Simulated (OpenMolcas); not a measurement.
## Ti2+, Zr2+, Hf2+: d² down the group

```
Program             : OpenMolcas 26.06
Method              : CASSCF
Basis               : ANO-RCC-VTZP
Scalar Hamiltonian  : DKH2, point nucleus
Spin-orbit coupling : state interaction with AMFI integrals over the reference wave functions, term energies averaged over their components
```

Active space for each ion: 2 electrons in 6 orbitals (d s).

Computed levels in cm-1 above ³F₂:

```
                               Level   Ti2+   Zr2+   Hf2+
                                 ³F₃    197    685   3429
                                 ³F₄    454   1512   6500
                                 ³P₀  13764  10340  11089
                                 ³P₁  13832  10599  12977
                                 ³P₂  13972  11102  14770
                                 ¹G₄  17383  13928  17094
                                 ¹S₀  42378  30689  41226
weight of ³F in the lowest level (%)    100     99     85
```

Measured, with the error of the calculation in %. Measured levels: Ti2+ from Corliss and Sugar, J. Phys. Chem. Ref. Data 8, 1 (1979); Zr2+ from Moore, Atomic Energy Levels, vol. II, NSRDS-NBS 35 (1971 reprint of NBS Circular 467, 1952); NIST levels as listed in Rynkun, Gaigalas and Jonsson, Astron. Astrophys. 637, A10 (2020).

| Level | Ti2+ | Zr2+ |
| --- | --- | --- |
| ³F₃ | 185 (+6.6) | 681 (+0.5) |
| ³F₄ | 420 (+8.1) | 1486 (+1.7) |
| ³P₀ | 10538 (+30.6) | 8062 (+28.3) |
| ³P₁ | 10604 (+30.4) | 8326 (+27.3) |
| ³P₂ | 10721 (+30.3) | 8838 (+25.6) |
| ¹G₄ | 14398 (+20.7) | 11049 (+26.1) |
| ¹S₀ | 32476 (+30.5) | 23979 (+28.0) |

The fine-structure level ³F₄ changes by a factor of 14.3 from Ti2+ to Hf2+.

Without spin-orbit coupling ³P lies 13634, 9914, 9548 cm-1 above ³F in that order; the difference to the level ³P₀, of either sign, comes from spin-orbit coupling, which also lowers the zero.

Without dynamic correlation excited terms often stand tens of per cent too high (terms of higher spin than the ground term too low), and those without a measured partner can miss by more than the paired ones. Configurations are named by rounded mean occupations; where the s occupation lies near a half they are strongly mixed, a name can repeat and a true partner stay unpaired (holds for Hf2+). Measured partners are found by configuration, term and J. A level has none where our copy of the source lacks it or the pairing is in doubt (some pairs that miss far off the trend of their configuration count as doubtful), and it then counts in no deviation. Levels of configurations outside the active space are missing.
